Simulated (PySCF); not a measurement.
B(Me)2(NH2) (C₂H₈BN), SMILES B(C)(C)N. Atoms are numbered in the order given.

```xyz
12

B      0.0000     0.0000     0.0551
C      1.3807     0.0000    -0.7318
H      1.4486     0.8807    -1.3957
H      1.4486    -0.8807    -1.3957
H      2.2729     0.0000    -0.0832
C     -1.3807     0.0000    -0.7318
H     -1.4486     0.8807    -1.3957
H     -2.2729     0.0000    -0.0832
H     -1.4486    -0.8807    -1.3957
N      0.0000     0.0000     1.4599
H     -0.8478     0.0000     2.0179
H      0.8478     0.0000     2.0179
```

The structure is a stationary point at TPSSh-D3(BJ)/def2-SVP. One conformer was computed; it need not be the lowest.

Calculation: M06-2X/def2-TZVP (PySCF).

ESP charges are fitted to the potential on shells at 1.4 to 2.0 van der Waals radii. Atomic charges (e):

| atom | ESP fit | meta-Löwdin | Löwdin |
|---|---|---|---|
| B1 | 0.98 | 0.22 | -0.71 |
| C2 | ? | -0.46 | -0.27 |
| H3 | ? | 0.12 | 0.15 |
| H4 | ? | 0.12 | 0.15 |
| H5 | ? | 0.10 | 0.13 |
| C6 | ? | -0.46 | -0.27 |
| H7 | ? | 0.12 | 0.15 |
| H8 | ? | 0.10 | 0.13 |
| H9 | ? | 0.12 | 0.15 |
| N10 | ? | -0.46 | 0.05 |
| H11 | 0.44 | 0.23 | 0.18 |
| H12 | 0.44 | 0.23 | 0.18 |

Problem. Fill in the missing entries. (Estimate from the structure and the level; the computed values follow.)

Solution. 
- C2, ESP fit: -0.87
- H3, ESP fit: 0.19
- H4, ESP fit: 0.19
- H5, ESP fit: 0.18
- C6, ESP fit: -0.87
- H7, ESP fit: 0.19
- H8, ESP fit: 0.18
- H9, ESP fit: 0.19
- N10, ESP fit: -1.21

Problem. Give the Mayer and Wiberg (Löwdin basis) orders of the bonds. (The exact figures need the calculation; the answer reports its results.)

Solution. 
```
bond     Mayer  Wiberg
-------  -----  ------
B1–C2     1.00    1.28
C2–H3     0.95    0.86
C2–H4     0.95    0.86
C2–H5     0.97    0.88
B1–C6     1.00    1.28
C6–H7     0.95    0.86
C6–H8     0.97    0.88
C6–H9     0.95    0.86
B1–N10    1.35    1.84
N10–H11   0.91    0.90
N10–H12   0.91    0.90
```
